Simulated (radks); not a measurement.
Isoelectronic series with 16 electrons, all held in the configuration [Ne] 3s2 3p4, which need not be the ground one along the series. All-electron calculation, scalar-relativistic Kohn-Sham, PBEsol, spin-polarised, spherical densities, finite nucleus; open shells are filled with parallel spins first (spin-orbit coupling, left out, can overturn this in heavy ions); Fermi nuclear charge, rms radius of each element as measured or else 0.836 A^(1/3) + 0.57 fm. Program: a radial shooting solver on a logarithmic mesh with Libxc functionals. Total energies (hartree) and orbital eigenvalues (hartree):

ion,E (hartree),3p down,3p up,3s down,3s up
S,-398.43605,-0.21920,-0.28099,-0.59094,-0.65883
K3+,-598.28760,-1.95156,-2.05425,-2.59406,-2.70150
Ti6+,-841.21339,-4.77459,-4.91465,-5.69689,-5.84083
Mn9+,-1127.42063,-8.63747,-8.81380,-9.85183,-10.03105
Ni12+,-1457.25148,-13.52795,-13.74007,-15.05148,-15.26542
Ga15+,-1831.13217,-19.44379,-19.69151,-21.29938,-21.54780
Se18+,-2249.56413,-26.38697,-26.67021,-28.60420,-28.88703
Rb21+,-2713.12098,-34.36180,-34.68058,-36.97803,-37.29532
Zr24+,-3222.44943,-43.37422,-43.72860,-46.43571,-46.78760
Tc27+,-3778.27219,-53.43144,-53.82150,-56.99465,-57.38133
Pd30+,-4381.39763,-64.54175,-64.96763,-68.67487,-69.09657
In33+,-5032.72244,-76.71451,-77.17636,-81.49904,-81.95605
Te36+,-5733.23294,-89.96005,-90.45804,-95.49261,-95.98526
Cs39+,-6484.0318,-104.2897,-104.8240,-110.6843,-111.2129
Ce42+,-7286.3220,-119.7157,-120.2866,-127.1058,-127.6709
Pm45+,-8141.4351,-136.2515,-136.8591,-144.7929,-145.3948
Gd48+,-9050.8109,-153.9113,-154.5560,-163.7848,-164.4240
